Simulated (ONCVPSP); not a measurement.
# Varying the ONCV potential for nickel

Base potential:

Ni, optimised norm-conserving Vanderbilt (ONCV), made with ONCVPSP 4.0.1 (PBEsol, scalar-relativistic). Core [Ne], reference 3s2 3p6 3d8 4s2. Waves: 3s+4s: rc 1.10 bohr, ncon 5, nbas 8, qcut 12.7 1/bohr, 3 projectors, debl 1.9 Ha; 3p: rc 1.20 bohr, ncon 4, nbas 8, qcut 13 1/bohr, 3 projectors, debl 1 Ha; 3d: rc 1.30 bohr, ncon 3, nbas 7, qcut 11.1 1/bohr, 3 projectors, debl 3.9 Ha. Local part: polynomial inside 0.70 bohr (lpopt 5, dvloc0 -1 Ha). Core correction: Teter function, fcfact 1.75, rcfact 1.5.

In the p channel the program set the typed energies aside and used -2.619, 0.250, 1.250 Ha.

Cutoffs, loose and tight: the cutoffs (Ha) at which the residual kinetic energy of the hardest occupied pseudo-wave falls to 1 and 0.1 mHa per electron. They do not see the model core or the augmentation charge, which bear on the density cutoff. Test errors are all-electron minus pseudo excitation energies from the reference, over the configurations 3s2 3p6 3d8 4s1; 3s2 3p6 3d8 4s0; 3s2 3p6 3d7 4s0; 3s2 3p6 3d9 4s1. A dash means not determined; rows that change the core or the reference have their own tests.

| change | outcome | cutoff, loose | cutoff, tight | bound ghosts | GHOST(+) flags above zero | largest test error (meV) |
| --- | --- | --- | --- | --- | --- | --- |
| base | generated, projector energies reset by the program | 61 Ha | 70 Ha | none | s, d | +16 |
| reference 3s2 3p6 3d8 4s1 | generated, projector energies reset by the program | 61 Ha | 70 Ha | none | s, d | +20 |
| local potential polynomial inside 1.05 bohr (lpopt 3, dvloc0 6 Ha) | generated, projector energies reset by the program | 61 Ha | 70 Ha | none | s | +16 |
| core correction Teter function, fcfact 1.75, rcfact 1.34 | generated, projector energies reset by the program | 61 Ha | 70 Ha | none | s, d | +16 |
| core correction Teter function, fcfact 2.5, rcfact 1.3 | generated, projector energies reset by the program | 61 Ha | 70 Ha | none | s, d | +16 |
| p: nbas 9 | generated, projector energies reset by the program | 61 Ha | 70 Ha | none | s, d | +16 |
| p: qcut 9.5 | generated, projector energies reset by the program | 61 Ha | 70 Ha | none | s, d | +16 |
| p: nproj 2 | generated, projector energies reset by the program | 61 Ha | 70 Ha | none | s, d | +16 |
| core correction Teter function, fcfact 2.4, rcfact 1.5 | generated, projector energies reset by the program | 61 Ha | 70 Ha | none | s, d | +16 |
| s: qcut 14.8; p: qcut 15.1; d: qcut 12.9 | generated, projector energies reset by the program | 72 Ha | 84 Ha | none | s | +9.1 |
| d: rc 1 | generated, projector energies reset by the program | 109 Ha | 261 Ha | none | s, d | -17 |
